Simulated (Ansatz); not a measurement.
```xyz
7

Cl   -2.287    1.397   -1.331
In   -1.014   -0.292   -0.386
Cl   -1.563   -1.017    1.755
Cl    0.018   -1.819   -1.805
Se    1.330    1.141    0.332
H     1.337    0.512    1.661
H     2.179    0.078   -0.225
```

Charge 0, multiplicity 1. In takes the def2 core potential.

Q: List the PBE/def2-TZVPP orbital energies in eV (Ansatz). (An estimate is asked.)

A: The calculation gave: Occupied: -12304.54, -2738.66, -2738.66, -2738.65, -1564.52, -1405.30, -1405.27, -1405.22, -249.21, -249.21, -249.19, -207.51, -189.91, -189.90, -189.89, -189.74, -189.74, -189.73, -189.73, -189.72, -189.71, -152.84, -152.75, -152.60, -122.99, -80.67, -80.52, -80.52, -55.94, -55.93, -55.80, -55.74, -55.72, -20.65, -20.65, -20.62, -19.94, -19.79, -19.77, -19.09, -18.80, -18.78, -12.12, -11.31, -10.52, -8.87, -8.87, -8.69, -7.60, -7.58, -7.53, -7.53, -7.49, -7.42. Lowest empty: -2.94, -2.37, -1.71, -1.01, 0.16, 0.18, 1.48, 1.64.
